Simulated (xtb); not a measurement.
B(H)(Cl)(OMe) (CH₄BClO), SMILES B(Cl)OC. All values are semi-empirical tight-binding results from xtb (GFN2-xTB unless named), good for trends rather than for accurate numbers. Coordinates come from a GFN2-xTB optimisation. The values are those of a single conformer.

| Property | Value |
|---|---|
| point group as xtb finds it | Cs |
| orbital gap | 5.36 eV |
| dipole moment | 4.01 D |
| zero-point energy | 34.1 kcal/mol |
| G − E(el) at 298.15 K (modified RRHO) | 16.3 kcal/mol |
| static polarisability (D4 model) | 45.6 bohr³ |
| solvation energy, GFN2-xTB/ALPB(water) | -2.7 kcal/mol |
| solvation energy, GFN2-xTB/ALPB(thf) | -5.3 kcal/mol |
